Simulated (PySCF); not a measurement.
A GIAO shielding run with PySCF 2.14 (density fitting, non-relativistic, gas phase) on `C(=C/SC)(/C)C[SiH2]S`, C5H12S2Si:

```
$ OMP_NUM_THREADS=1 python probes_run.py task.json out

{"job": {"kind": "nmr", "xc": "PBE0", "basis": "pcSseg-1"}, "charge": 0, "multiplicity": 1}
C      3.416054     0.263928     0.903069
S      2.061230     1.261561     0.219680
C      0.898371    -0.025832    -0.100956
C     -0.255074     0.133742    -0.748496
C     -0.705832     1.454342    -1.284898
C     -1.211705    -1.006639    -0.891073
Si    -2.586284    -0.953944     0.438837
S     -1.648699    -0.746322     2.357824
H      4.208190     0.955546     1.171187
H      3.771322    -0.431747     0.148077
H      3.071259    -0.265205     1.787439
H      1.206283    -0.983733     0.289436
H     -1.548149     1.830344    -0.703314
H      0.100575     2.181625    -1.234254
H     -1.032071     1.355514    -2.319514
H     -0.680515    -1.956116    -0.809913
H     -1.681249    -0.975720    -1.873743
H     -3.311773    -2.213799     0.495940
H     -3.473401     0.187461     0.232454
H     -0.603680    -0.054328     1.919181
```

Hardware: 1 thread of an Intel Xeon, shared host. The job also computes population analyses, field gradients.

Problem. How large is the calculation?

Solution. 88 electrons, 217 basis functions and 1194 auxiliary functions.

Problem. How long does it take, and how much memory does it need?

Solution. 2.5 min of wall time, with 14 SCF cycles and 5 response iterations; peak memory 1 GiB. Times on a shared host scatter by some tens of per cent.
